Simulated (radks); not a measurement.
Values are calculated unless marked as measured or tabulated.
Question: These are the eigenvalues of the occupied orbitals of an atom or ion with whole-number occupations (eV). Level of theory: Dirac Kohn-Sham, PBE, spin-unpolarised, spherical densities, finite nucleus; Fermi nuclear charge, rms radius of each element as measured or else 0.836 A^(1/3) + 0.57 fm (a radial shooting solver on a logarithmic mesh with Libxc functionals).

| orbital | eigenvalue |
|---|---|
| 1s1/2 | -21715.95 |
| 2s1/2 | -3823.472 |
| 2p1/2 | -3596.637 |
| 2p3/2 | -3477.408 |
| 3s1/2 | -1244.994 |
| 3p1/2 | -1160.866 |
| 3p3/2 | -1136.335 |
| 3d3/2 | -999.0242 |

Which element is it, and in what charge state? The configuration may be excited. Open shells, if any, fill j = l - 1/2 first.

Answer: Z = 43, technetium, charge +22: Tc22+ in [Ar] 3d3. The list shows which subshells hold electrons but not how many an open one holds; the 1s level, -798.05 hartree, gives Z - s = 40.0 by -(Z - s)^2/2, which with screening and relativity narrows Z to a few neighbours, and the depths of the outer levels then fix element, charge and occupations together.
